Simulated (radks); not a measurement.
Species: Br18+. Configuration: [Ne] 3s2 3p5. Calculated with a radial shooting solver on a logarithmic mesh with Libxc functionals: Dirac Kohn-Sham, PBE, spin-unpolarised, spherical densities, point nucleus; open shells are shared between the two j in proportion to 2j + 1.

Normalised radial functions P(r) = r R(r) (large component), r in bohr:

r,2p3/2,3d3/2
0.003914,0.0179,0.0001
0.004378,0.0222,0.0001
0.004897,0.0275,0.0001
0.005434,0.0334,0.0002
0.006078,0.0413,0.0003
0.006798,0.0509,0.0004
0.007604,0.0627,0.0005
0.008505,0.0771,0.0007
0.009513,0.0946,0.0009
0.01064,0.1159,0.0012
0.0119,0.1416,0.0017
0.01321,0.1702,0.0022
0.01477,0.2070,0.0030
0.01652,0.2508,0.0041
0.01848,0.3029,0.0056
0.02067,0.3644,0.0076
0.02312,0.4365,0.0102
0.02586,0.5204,0.0138
0.02892,0.6171,0.0185
0.03209,0.7191,0.0243
0.0359,0.8426,0.0324
0.04015,0.9802,0.0431
0.04491,1.1311,0.0571
0.05023,1.2937,0.0752
0.05618,1.4652,0.0984
0.06284,1.6415,0.1279
0.07029,1.8170,0.1651
0.07799,1.9730,0.2079
0.08724,2.1258,0.2641
0.09758,2.2535,0.3324
0.1091,2.3463,0.4138
0.1221,2.3947,0.5093
0.1365,2.3909,0.6188
0.1527,2.3296,0.7414
0.1708,2.2095,0.8746
0.1895,2.0482,1.0045
0.212,1.8287,1.1453
0.2371,1.5746,1.2798
0.2652,1.3023,1.3987
0.2967,1.0305,1.4924
0.3318,0.7765,1.5508
0.3712,0.5543,1.5649
0.4151,0.3724,1.5275
0.4606,0.2423,1.4450
0.5152,0.1419,1.3084
0.5763,0.0764,1.1320
0.6446,0.0375,0.9314
0.721,0.0166,0.7249
0.8064,0.0065,0.5306
0.902,0.0023,0.3626
1.009,0.0007,0.2294
1.119,0.0002,0.1386
1.252,0.0000,0.0734
1.401,0.0000,0.0348
1.567,0.0000,0.0146

2p3/2: eigenvalue -2202.1 eV, 0 radial nodes, <r> = 0.165 bohr, 90 % of the charge inside 0.269 bohr. 3d3/2 (empty): eigenvalue -651.29 eV, 0 radial nodes, <r> = 0.434 bohr, 90 % of the charge inside 0.669 bohr.
